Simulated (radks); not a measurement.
The numbers below are computed, except where a source is named.
Initial-state core-level shifts of neutral promethium when its valence configuration changes from [Xe] 4f5 6s2. Code: a radial shooting solver on a logarithmic mesh with Libxc functionals. Model: scalar-relativistic Kohn-Sham, PBE, spin-polarised, spherical densities, point nucleus; open shells are filled with parallel spins first (spin-orbit coupling, left out, can overturn this in heavy ions). Shifts are changes of the shell-averaged eigenvalues in eV (positive: less bound).

| valence | 1s | 3s | 3p | 4d |
|---|---|---|---|---|
| 4f5 5d0.5 6s1.5 | +0.645 | +0.627 | +0.627 | +0.670 |
| 4f4 6s2 6p1 | -9.521 | -11.039 | -11.020 | -10.091 |
| 4f3 6s2 6p2 | -20.593 | -24.098 | -24.053 | -21.609 |
| 4f5 6s1.5 6p0.5 | -0.589 | -0.587 | -0.587 | -0.586 |
| 4f4 5d1 6s2 | -6.350 | -7.849 | -7.829 | -6.869 |
| 4f4 6s1 6p2 | -10.387 | -11.912 | -11.893 | -10.958 |
| 4f4 5d2 6s1 | -4.577 | -6.063 | -6.042 | -5.040 |
| 4f2 6s1 6p4 | -33.925 | -39.794 | -39.716 | -35.161 |
